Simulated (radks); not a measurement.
Task: Ge19+, configuration [Ne] 3s1.75 3p1 3d0.25 (fractional occupations, a model configuration). All-electron calculation, scalar-relativistic Kohn-Sham, PBE, spin-unpolarised, spherical densities, finite nucleus; Fermi nuclear charge, rms radius 4.0742 fm. Program: a radial shooting solver on a logarithmic mesh with Libxc functionals. Some entries of the table are withheld. Estimate them.

orbital,occ.,eigenvalue (hartree),r(max) (bohr)
1s,2,-431.2462,0.03073
2s,2,-77.72800,0.1750
2p,6,-71.59693,0.1402
3s,1.75,(1),0.4909
3p,1,-26.50337,(2)
3d,0.25,-23.80391,0.3920
4s,0,(3),1.001
4p,0,(4),1.008

Result: 
(1) 3s eigenvalue (hartree): -28.43382
(2) 3p r(max) (bohr): 0.4767
(3) 4s eigenvalue (hartree): -14.51695
(4) 4p eigenvalue (hartree): -13.74610
